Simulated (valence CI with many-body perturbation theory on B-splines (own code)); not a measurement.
## Gd L: calculated level list

Calculated by valence CI with perturbative core correlation (CI+MBPT): five valence electrons over a frozen Dirac-Fock core [Ne], a basis of 9 s, 9 p, 8 d, 6 f, 3 g, 1 h functions for each j, with the one-electron correlation potential Σ1, the two-electron term Σ2, the three-electron term Σ3, Breit, model QED; selected CI, second order for the rest, scaled by the run's own slope (own B-spline code, finite nucleus).

The last digits are not significant, and no measured levels were compared; by estimate large intervals hold to a few tenths of a per cent, small ones and those within an open d or f shell to about a per cent. Among the levels kept, up to 1200 cm⁻¹ of a level comes from second order outside the variational space, and about a tenth of that is noise between levels of different J, which matters for small intervals.

Levels 1 to 34 of 34, with energies above the lowest level, (3s^2 3p1/2^2 3p3/2) J=3/2. "Leading %" is the weight of the configuration and term that name the level; weights of strongly mixed levels are sums over their largest components and can fall short, so below about 35 % the name and the second component can differ from the true leading terms, or belong to a minority configuration. In the jj column 3d3/2^4 stands for four electrons in 3d with j = 3/2. Lifetimes count E1, E2, E3, M1 and M2 decay at the calculated energies, and are blank where another channel may lead or the interval is too uncertain; long ones can be off by a factor of two.

```csv
No.,Configuration,Term,J,E (× 10³ cm⁻¹),Leading %,Lifetime,Second component,g,Leading jj
1,3s2.3p3,2P°,3/2,0.00,46,,26 % 3s2.3p3 4S°,1.361,3s^2 3p1/2^2 3p3/2 (99 %)
2,3s2.3p3,4S°,3/2,1343.8,54,21.4 ns,44 % 3s2.3p3 2D°,1.451,3s^2 3p1/2 3p3/2^2 (99 %)
3,3s2.3p3,2D°,5/2,1424.9,99,116 ns,,1.190,3s^2 3p1/2 3p3/2^2 (99 %)
4,3s2.3p3,2P°,1/2,1526.9,99,33.2 ns,,0.653,3s^2 3p1/2 3p3/2^2 (99 %)
5,3s2.3p2.3d,2D,3/2,1534.4,38,140 ps,35 % 3s2.3p2.3d 4F,0.778,3s^2 3p1/2^2 3d3/2 (98 %)
6,3s2.3p2.3d,2D,5/2,1939.4,29,10.3 ps,20 % 3s2.3p2.3d 4D,1.211,3s^2 3p1/2^2 3d5/2 (94 %)
7,3s.3p4,4P,5/2,2469.2,66,7.01 ps,24 % 3s.3p4 2D,1.457,3s 3p1/2^2 3p3/2^2 (89 %)
8,3s.3p4,2P,3/2,2670.8,31,2.80 ps,27 % 3s.3p4 2D,1.150,3s 3p1/2^2 3p3/2^2 (71 %)
9,3s.3p4,2S,1/2,2673.2,52,4.13 ps,28 % 3s.3p4 4P,2.108,3s 3p1/2^2 3p3/2^2 (85 %)
10,3s2.3p2.3d,2F,5/2,2865.7,46,211 ps,46 % 3s2.3p2.3d 4F,0.956,3s^2 3p1/2 3p3/2 3d3/2 (98 %)
11,3s2.3p3,2P°,3/2,2883.1,52,9.63 ns,28 % 3s2.3p3 2D°,1.297,3s^2 3p3/2^3 (98 %)
12,3s2.3p2.3d,4F,3/2,2883.4,33,11.4 ps,29 % 3s2.3p2.3d 4D,0.912,3s^2 3p1/2 3p3/2 3d3/2 (93 %)
13,3s2.3p2.3d,4D,1/2,2885.0,79,145 ps,14 % 3s2.3p2.3d 2P,0.207,3s^2 3p1/2 3p3/2 3d3/2 (98 %)
14,3s2.3p2.3d,2G,7/2,2947.7,48,4.55 ns,27 % 3s2.3p2.3d 2F,1.040,3s^2 3p1/2 3p3/2 3d3/2 (96 %)
15,3s2.3p2.3d,2D,5/2,3144.0,33,839 fs,24 % 3s2.3p2.3d 2F,1.190,3s^2 3p1/2 3p3/2 3d3/2 (86 %)
16,3s2.3p2.3d,4D,7/2,3198.7,47,1.79 ns,37 % 3s2.3p2.3d 4F,1.305,3s^2 3p1/2 3p3/2 3d5/2 (99 %)
17,3s2.3p2.3d,2D,3/2,3201.7,25,485 fs,25 % 3s2.3p2.3d 4P,1.241,3s^2 3p1/2 3p3/2 3d3/2 (78 %)
18,3s2.3p2.3d,2P,1/2,3203.4,39,662 fs,34 % 3s2.3p2.3d 4P,1.673,3s^2 3p1/2 3p3/2 3d3/2 (88 %)
19,3s2.3p2.3d,2P,3/2,3261.3,42,13.4 ps,23 % 3s2.3p2.3d 4P,1.360,3s^2 3p1/2 3p3/2 3d5/2 (92 %)
20,3s2.3p2.3d,2G,9/2,3286.2,60,1.55 μs,40 % 3s2.3p2.3d 4F,1.190,3s^2 3p1/2 3p3/2 3d5/2 (99 %)
21,3s2.3p2.3d,2F,5/2,3292.5,32,11.4 ps,29 % 3s2.3p2.3d 2D,1.137,3s^2 3p1/2 3p3/2 3d5/2 (91 %)
22,3s2.3p2.3d,2F,7/2,3448.8,55,4.03 ps,22 % 3s2.3p2.3d 2G,1.111,3s^2 3p1/2 3p3/2 3d5/2 (93 %)
23,3s2.3p2.3d,2D,5/2,3454.8,40,2.19 ps,30 % 3s2.3p2.3d 4P,1.249,3s^2 3p1/2 3p3/2 3d5/2 (90 %)
24,3s2.3p2.3d,2D,3/2,3505.8,61,4.88 ps,18 % 3s2.3p2.3d 2P,0.929,3s^2 3p1/2 3p3/2 3d5/2 (95 %)
25,3s2.3p2.3d,2P,1/2,3529.2,52,3.43 ps,35 % 3s2.3p2.3d 2S,1.249,3s^2 3p1/2 3p3/2 3d5/2 (92 %)
26,3s.3p4,4P,3/2,3910.0,63,2.22 ps,19 % 3s.3p4 2D,1.450,3s 3p1/2 3p3/2^3 (83 %)
27,3s.3p3.3d,4D°,5/2,3962.4,28,39.2 ps,22 % 3s.3p3.3d 6D°,1.282,3s 3p1/2^2 3p3/2 3d3/2 (93 %)
28,3s.3p3.3d,6D°,3/2,3977.5,27,22.4 ps,19 % 3s.3p3.3d 4D°,1.295,3s 3p1/2^2 3p3/2 3d3/2 (94 %)
29,3s.3p3.3d,4P°,1/2,3988.8,43,42.3 ps,34 % 3s.3p3.3d 6D°,2.483,3s 3p1/2^2 3p3/2 3d3/2 (94 %)
30,3s.3p4,2D,5/2,4020.4,63,2.28 ps,20 % 3s.3p4 4P,1.284,3s 3p1/2 3p3/2^3 (82 %)
31,3s.3p3.3d,4F°,7/2,4024.5,24,44.6 ps,22 % 3s.3p3.3d 6D°,1.288,3s 3p1/2^2 3p3/2 3d3/2 (87 %)
32,3s.3p3.3d,2D°,3/2,4148.3,25,4.20 ps,15 % 3s.3p3.3d 4F°,0.997,3s 3p1/2^2 3p3/2 3d3/2 (78 %)
33,3s.3p4,2P,1/2,4158.4,45,1.14 ps,28 % 3s.3p4 4P,1.352,3s 3p1/2 3p3/2^3 (73 %)
34,3s.3p4,2P,3/2,4173.8,43,1.02 ps,25 % 3s.3p4 2D,1.135,3s 3p1/2 3p3/2^3 (76 %)
```

The ionisation energy to 3s2.3p2 3P_0 of the next ion comes out as 4296.5 eV (NIST: 4294 ± 4 eV (theoretical)). All 34 levels together are meant to be complete up to 4185.4 × 10³ cm⁻¹.
